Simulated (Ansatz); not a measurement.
Input for Ansatz (a program for electronic structure): U-wB97X-V/def2-TZVPP on H (SMILES [H]).

Ansatz 0.2 input:
```yaml
crystal:
  periodic: [false, false, false]
  atoms:
    - {symbol: H, position_ang: [0.00000000, 0.00000000, 0.00000000]}
basis:
  gaussian:
    orbitals: def2-TZVPP
hamiltonian:
  xc: {name: wB97X-V}
magnetization: {spin_polarized: true, initial_magnetization: 1}
```

Program output:

```
WARN ansatz: RAYON_NUM_THREADS=4 ignored (pool sized by the plan → 4); use --threads N
Functional definition: wB97X-V
integrals: 0.00 GiB planned
59 factors; their error is unknown
integrals: 0.04 GiB planned
21 factors; integrals over basis functions are off by at most 3.8e-5 eV
mean field: 0.05 GiB planned
mean field evaluation 1: about -13.5981 eV, gradient 1.1e0 eV
mean field evaluation 2: about -13.6148 eV, gradient 2.7e-1 eV
mean field evaluation 4: about -13.6192 eV, gradient 1.7e-2 eV
mean field evaluation 8: about -13.6191 eV, gradient 8.8e-5 eV
mean field -13.61913181 eV, -0.5004938627 hartree, gradient 8.8e-5 eV, S^2 0.750000; 0 other end points of the search recorded, 0 dependent functions left out
reference -13.61913331 eV, -0.5004939179 hartree; 1, 0 occupied and 13, 14 virtual orbitals, 59 factors
Total energy: -13.61913331 eV, -0.5004939179 hartree
```

The calculation finished and met its thresholds.

Cost: around 0.29 core-seconds (rough).
